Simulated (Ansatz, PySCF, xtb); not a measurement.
Process, species as SMILES: C[O][Ge]([O]C)([O]C)[O]C [tetramethoxygermane] + 8 [H][H] (H2) -> 4 C (CH4) + [GeH4] (GeH4) + 4 O (H2O)
Structures are relaxed separately at B3LYP-D3(BJ)/def2-TZVP in Ansatz (a quantum-chemistry and plane-wave program), one conformer each, not searched for the lowest. Frequencies are from Ansatz or PySCF.

Property: energy of full hydrogenation (enthalpy at 298 K, with B3LYP-D3(BJ) rigid-rotor harmonic-oscillator terms), in kcal/mol. Valence correlation only, unless marked. Spin-orbit coupling is left out. Frozen are the shells of the preceding noble gas and the d and f shells that filled before the atom's block. Non-relativistic. CBS marks a two-point X^-3 extrapolation of the correlation energy; Hartree-Fock from the larger set. The bracket is a focal-point correction in the basis named.

```tsv
level	program	energy of full hydrogenation (kcal/mol)	minus last row
GFN2-xTB	xtb	-74.0	-1.6
HF/STO-3G	Ansatz	-30.5	41.9
B97M-V/def2-TZVPD	Ansatz	-84.4	-12.0
B3LYP-D4/def2-TZVPD	Ansatz + dftd4	-71.6	0.8
PBE0/6-31G*	Ansatz	-55.6	16.8
PBE0/def2-TZVP	Ansatz	-82.0	-9.6
BHLYP-D4/def2-TZVPD	Ansatz + dftd4	-76.0	-3.6
BHLYP/def2-TZVPD	Ansatz	-86.1	-13.7
HSE06-D3(BJ)/def2-TZVPD	Ansatz + dftd3	-83.5	-11.1
CAM-B3LYP-D3(BJ)/def2-TZVPD	Ansatz + dftd3	-76.2	-3.8
CAM-B3LYP-D4/def2-TZVPD	Ansatz + dftd4	-74.7	-2.3
LC-wPBE-D3(BJ)/def2-TZVPD	Ansatz + dftd3	-80.1	-7.7
wB97X/def2-TZVPD	Ansatz	-83.8	-11.4
B2PLYP/def2-TZVPD	Ansatz	-73.4	-1.0
MP2/cc-pVDZ	Ansatz	-67.1	5.3
SCS-MP2/STO-3G	Ansatz	11.0	83.4
CCSD/aug-cc-pVDZ	Ansatz	-92.7	-20.3
CCSD(T)/STO-3G	Ansatz	23.0	95.4
CCSD(T)/6-31G*	Ansatz	-22.0	50.4
CCSD(T)/aug-cc-pVDZ	Ansatz	-86.9	-14.5
RI-MP2/CBS(cc-pVTZ,cc-pVQZ)+[CCSD(T)-MP2]/cc-pVTZ	Ansatz	-72.4	0.0
```
